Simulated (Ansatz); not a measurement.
Ansatz (a first-principles code) job for CClF2, SMILES F[C](F)Cl (connectivity only; charge and spin as stated), charge +1, multiplicity 1, PBE-D3(BJ)/def2-TZVP. 

Ansatz 0.2 input:
```yaml
crystal:
  periodic: [false, false, false]
  atoms:
    - {symbol: F, position_ang: [0.00000000, 1.05919882, -1.04144006]}
    - {symbol: C, position_ang: [0.00000000, 0.00000000, -0.37772172]}
    - {symbol: F, position_ang: [0.00000000, -1.05919881, -1.04144007]}
    - {symbol: Cl, position_ang: [0.00000000, -0.00000000, 1.23601479]}
basis:
  gaussian:
    orbitals: def2-TZVP
hamiltonian:
  xc: pbe
  dispersion: d3bj
total_charge: 1
relax: {f_tol: 0.002, max_steps: 200}
```

Log of the run:

```
WARN ansatz: RAYON_NUM_THREADS=1 ignored (pool sized by the plan → 1); use --threads N
Functional definition: PBE
integrals: 0.04 GiB planned
748 factors; their error is unknown
mean field: 0.33 GiB planned
mean field evaluation 1: about -18965.4291 eV, gradient 7.8e1 eV
mean field evaluation 2: about -18931.3973 eV, gradient 1.6e2 eV
mean field evaluation 4: about -18974.3759 eV, gradient 1.9e1 eV
mean field evaluation 8: about -18975.1032 eV, gradient 1.3e-1 eV
mean field evaluation 16: about -18975.0951 eV, gradient 5.1e-4 eV
mean field -18975.09505609 eV, -697.3218815298 hartree, gradient 2.6e-5 eV, S^2 0.000000; 0 other end points of the search recorded, 0 dependent functions left out
the calculation of the forces begins
reference -18975.09507736 eV, -697.3218823117 hartree; 20, 20 occupied and 110, 110 virtual orbitals, 748 factors
relax step   1: F+E_penalty+E_count = -18975.15016954 eV  Δ(F+E_penalty+E_count) = +0.000e0 eV  max|allowed force component| = 7.965e-1 eV/Å  Δτ_max = 0.0000 Å  (29 SCF iters, accepted)
these checks for a lower state are left out or cut short: starts, cluster_reference, orbital_swaps, neighbouring_geometries, increment
integrals: 0.04 GiB planned
748 factors; their error is unknown
mean field: 0.33 GiB planned
mean field -18975.10806826 eV, -697.3223597184 hartree, gradient 7.6e-6 eV, S^2 0.000000; 0 other end points of the search recorded, 0 dependent functions left out
the calculation of the forces begins
reference -18975.10808955 eV, -697.3223605008 hartree; 20, 20 occupied and 110, 110 virtual orbitals, 748 factors
relax step   2: F+E_penalty+E_count = -18975.16310988 eV  Δ(F+E_penalty+E_count) = -1.294e-2 eV  max|allowed force component| = 2.685e-1 eV/Å  Δτ_max = 0.0086 Å  (31 SCF iters, accepted)
these checks for a lower state are left out or cut short: starts, cluster_reference, orbital_swaps, neighbouring_geometries, increment
integrals: 0.04 GiB planned
748 factors; their error is unknown
mean field: 0.33 GiB planned
mean field evaluation 32: about -18975.1101 eV, gradient 3.4e-3 eV
mean field -18975.11005634 eV, -697.3224327791 hartree, gradient 7.6e-6 eV, S^2 0.000000; 0 other end points of the search recorded, 0 dependent functions left out
the calculation of the forces begins
reference -18975.11007765 eV, -697.3224335620 hartree; 20, 20 occupied and 110, 110 virtual orbitals, 748 factors
relax step   3: F+E_penalty+E_count = -18975.16505386 eV  Δ(F+E_penalty+E_count) = -1.944e-3 eV  max|allowed force component| = 2.089e-2 eV/Å  Δτ_max = 0.0046 Å  (31 SCF iters, accepted)
these checks for a lower state are left out or cut short: starts, cluster_reference, orbital_swaps, neighbouring_geometries, increment
integrals: 0.04 GiB planned
748 factors; their error is unknown
mean field: 0.33 GiB planned
mean field -18975.11006550 eV, -697.3224331154 hartree, gradient 7.5e-6 eV, S^2 0.000000; 0 other end points of the search recorded, 0 dependent functions left out
the calculation of the forces begins
reference -18975.11008680 eV, -697.3224338985 hartree; 20, 20 occupied and 110, 110 virtual orbitals, 748 factors
relax step   4: F+E_penalty+E_count = -18975.16506012 eV  Δ(F+E_penalty+E_count) = -6.261e-6 eV  max|allowed force component| = 1.004e-3 eV/Å  Δτ_max = 0.0004 Å  (32 SCF iters, accepted)
integrals: 0.04 GiB planned
748 factors; their error is unknown
mean field: 0.33 GiB planned
mean field evaluation 64: about -18975.1101 eV, gradient 3.6e-3 eV
mean field -18975.11006550 eV, -697.3224331154 hartree, gradient 7.5e-6 eV, S^2 0.000000; 1 other end points of the search recorded, 0 dependent functions left out
the calculation of the forces begins
reference -18975.11008680 eV, -697.3224338985 hartree; 20, 20 occupied and 110, 110 virtual orbitals, 748 factors
Total energy: -18975.16508143 eV, -697.3244549137 hartree
Atom 0 at     0.000000     1.070942    -1.047567 Å, force    -0.000000    -0.000898    -0.000752 eV/Å
Atom 1 at    -0.000000     0.000000    -0.376475 Å, force     0.000000    -0.000000     0.000501 eV/Å
Atom 2 at     0.000000    -1.070942    -1.047567 Å, force    -0.000000     0.000898    -0.000752 eV/Å
Atom 3 at     0.000000    -0.000000     1.247021 Å, force    -0.000000     0.000000     0.001004 eV/Å
Dipole moment:    -0.000000    -0.000000     0.153019 e Å
```

The run converged.
